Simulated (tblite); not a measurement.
Compound: C6H14Si3.
SMILES with atom numbers: `[SiH3:1][C:2]1([SiH3:3])[SiH2:4][CH:5]=[C:6]1[CH:7]1[CH2:8][CH2:9]1` (hydrogens: H10, H11, H12 on Si1; H13, H14, H15 on Si3; H16, H17 on Si4; H18 on C5; H19 on C7; H20, H21 on C8; H22, H23 on C9)

Computed with GFN2-xTB (tblite), gas phase: L-BFGS steps from a force-field or distance-geometry start until the largest atomic force falls under 0.01 eV/Å.

Step 85: E = -682.7001 eV
```
atom  x, y, z in Å  |  force x, y, z in eV/Å
Si1    -1.6914    1.7962   -0.6207   -0.003   0.009   0.004
C2     -1.1392    0.1074    0.0415    0.002   0.011  -0.015
Si3    -1.4469   -1.2934   -1.2031    0.010   0.021   0.007
Si4    -1.6612   -0.2787    1.8825   -0.013   0.013  -0.013
C5      0.2079   -0.1938    1.8581   -0.030  -0.031  -0.019
C6      0.2845    0.0987    0.5459   -0.017   0.000   0.002
C7      1.4390    0.3326   -0.3281    0.015   0.023   0.051
C8      2.3315   -0.8359   -0.6696   -0.002  -0.016  -0.009
C9      2.8465    0.2671    0.1946    0.047  -0.008   0.000
H10    -3.1472    1.8093   -0.7749   -0.012  -0.011   0.021
H11    -1.1072    2.1243   -1.9269    0.038  -0.022   0.005
H12    -1.2837    2.8261    0.3387   -0.002   0.048  -0.008
H13    -1.0978   -2.5681   -0.5674   -0.007  -0.040  -0.019
H14    -0.6265   -1.1522   -2.4104    0.010   0.028   0.010
H15    -2.8575   -1.3019   -1.5992    0.006  -0.007   0.032
H16    -2.3649    0.8088    2.5622   -0.016  -0.017   0.022
H17    -2.3260   -1.5602    2.1235    0.022   0.014   0.002
H18     1.0169   -0.3047    2.5630    0.004   0.024  -0.042
H19     1.2383    1.0390   -1.1277    0.008  -0.048   0.000
H20     2.1003   -1.7835   -0.2080    0.006  -0.016   0.012
H21     2.6999   -0.9186   -1.6802    0.010  -0.012  -0.026
H22     3.5784    0.9392   -0.2283   -0.022   0.038   0.013
H23     3.0015    0.0695    1.2447   -0.055   0.000  -0.031
```

Step 86: E = -682.7008 eV
```
atom  x, y, z in Å  |  force x, y, z in eV/Å
Si1    -1.6929    1.7999   -0.6130    0.005   0.031   0.005
C2     -1.1429    0.1070    0.0405    0.006   0.025  -0.025
Si3    -1.4555   -1.2856   -1.2121   -0.005   0.013   0.006
Si4    -1.6575   -0.2825    1.8835   -0.025   0.019  -0.025
C5      0.2107   -0.2020    1.8508   -0.027  -0.044  -0.012
C6      0.2830    0.0908    0.5384   -0.016   0.004   0.007
C7      1.4358    0.3189   -0.3383    0.058  -0.037   0.001
C8      2.3466   -0.8486   -0.6482    0.002   0.065   0.032
C9      2.8432    0.2852    0.1910   -0.005  -0.061  -0.036
H10    -3.1492    1.8180   -0.7624   -0.014  -0.014   0.025
H11    -1.1166    2.1358   -1.9215    0.040  -0.030   0.017
H12    -1.2790    2.8263    0.3487   -0.005   0.034  -0.018
H13    -1.1200   -2.5632   -0.5747   -0.008  -0.040  -0.029
H14    -0.6262   -1.1462   -2.4143    0.006   0.024   0.020
H15    -2.8638   -1.2825   -1.6202    0.024  -0.007   0.041
H16    -2.3549    0.8027    2.5732   -0.019  -0.014   0.020
H17    -2.3250   -1.5630    2.1181    0.016   0.002   0.007
H18     1.0214   -0.3209    2.5516    0.015   0.027  -0.035
H19     1.2232    0.9996   -1.1587    0.044  -0.067   0.039
H20     2.1268   -1.7907   -0.1662    0.016   0.052  -0.009
H21     2.7245   -0.9473   -1.6556   -0.022  -0.015   0.022
H22     3.5667    0.9562   -0.2483   -0.021   0.033   0.016
H23     2.9970    0.1191    1.2479   -0.064  -0.001  -0.069
```

Step 87: E = -682.7018 eV
```
atom  x, y, z in Å  |  force x, y, z in eV/Å
Si1    -1.6917    1.7996   -0.6131    0.007   0.048   0.002
C2     -1.1430    0.1071    0.0418    0.011   0.039  -0.035
Si3    -1.4530   -1.2850   -1.2112   -0.014   0.001   0.008
Si4    -1.6577   -0.2797    1.8850   -0.037   0.016  -0.035
C5      0.2090   -0.1975    1.8518   -0.016  -0.058   0.004
C6      0.2826    0.0902    0.5389   -0.013   0.006   0.028
C7      1.4367    0.3171   -0.3351   -0.016  -0.061  -0.041
C8      2.3467   -0.8484   -0.6507    0.013   0.026  -0.013
C9      2.8426    0.2811    0.1903    0.003  -0.018  -0.020
H10    -3.1478    1.8144   -0.7617   -0.020  -0.012   0.020
H11    -1.1133    2.1333   -1.9213    0.035  -0.032   0.017
H12    -1.2815    2.8337    0.3431   -0.005   0.016  -0.018
H13    -1.1182   -2.5639   -0.5751   -0.001  -0.032  -0.034
H14    -0.6252   -1.1406   -2.4143    0.001   0.019   0.026
H15    -2.8625   -1.2846   -1.6137    0.017  -0.005   0.030
H16    -2.3590    0.8006    2.5765   -0.023   0.001   0.023
H17    -2.3216   -1.5613    2.1158    0.005  -0.019   0.013
H18     1.0194   -0.3173    2.5512    0.040   0.027  -0.005
H19     1.2210    0.9927   -1.1551    0.038   0.013  -0.028
H20     2.1268   -1.7919   -0.1744    0.019   0.011   0.006
H21     2.7293   -0.9384   -1.6568   -0.042  -0.037   0.004
H22     3.5651    0.9525   -0.2456    0.020   0.070  -0.005
H23     2.9906    0.1134    1.2439   -0.023  -0.018   0.054
```

Problem. Estimate the geometry and energy of step 88. (The exact step hangs on the optimiser's Hessian estimate; all steps are aligned on step 87, rigid shifts and turns removed.)

Solution. E = -682.7028 eV, largest force 0.070 eV/Å
```
atom  x, y, z in Å  |  force x, y, z in eV/Å
Si1    -1.6914    1.8018   -0.6113    0.002   0.040   0.004
C2     -1.1445    0.1081    0.0409    0.017   0.028  -0.019
Si3    -1.4531   -1.2843   -1.2122   -0.013  -0.006   0.003
Si4    -1.6578   -0.2811    1.8844   -0.037   0.018  -0.035
C5      0.2087   -0.2014    1.8495   -0.011  -0.048   0.009
C6      0.2813    0.0901    0.5375    0.005  -0.005   0.021
C7      1.4359    0.3150   -0.3369   -0.034  -0.049  -0.036
C8      2.3479   -0.8499   -0.6469    0.013  -0.024  -0.009
C9      2.8423    0.2845    0.1881    0.018   0.011   0.011
H10    -3.1473    1.8178   -0.7595   -0.023  -0.010   0.020
H11    -1.1120    2.1331   -1.9188    0.039  -0.025   0.004
H12    -1.2789    2.8345    0.3449   -0.005   0.019  -0.014
H13    -1.1208   -2.5655   -0.5776   -0.002  -0.017  -0.036
H14    -0.6227   -1.1389   -2.4136   -0.001   0.017   0.029
H15    -2.8617   -1.2826   -1.6176    0.016  -0.005   0.030
H16    -2.3565    0.7991    2.5789   -0.023   0.001   0.021
H17    -2.3221   -1.5624    2.1160    0.004  -0.020   0.011
H18     1.0203   -0.3214    2.5478    0.036   0.023  -0.005
H19     1.2190    0.9869   -1.1597    0.039   0.013  -0.033
H20     2.1288   -1.7919   -0.1635    0.033   0.054  -0.021
H21     2.7283   -0.9463   -1.6540   -0.044  -0.032   0.035
H22     3.5626    0.9585   -0.2509   -0.007   0.031   0.013
H23     2.9891    0.1238    1.2447   -0.021  -0.015  -0.003
```

The energy changes by -0.0010 eV. The first-order estimate −F·Δx gives -0.0013 eV and the mean of the old and new forces, exact on a quadratic surface, -0.0010 eV. The step makes an angle of 77° with the force vector and moves no atom by more than 0.011 Å.

What follows is the cost of the whole relaxation. On one thread, Arm Neoverse N1 (aarch64), shared host with 64 logical CPUs at a one-minute load of 60, this took 3.6 s of wall time.
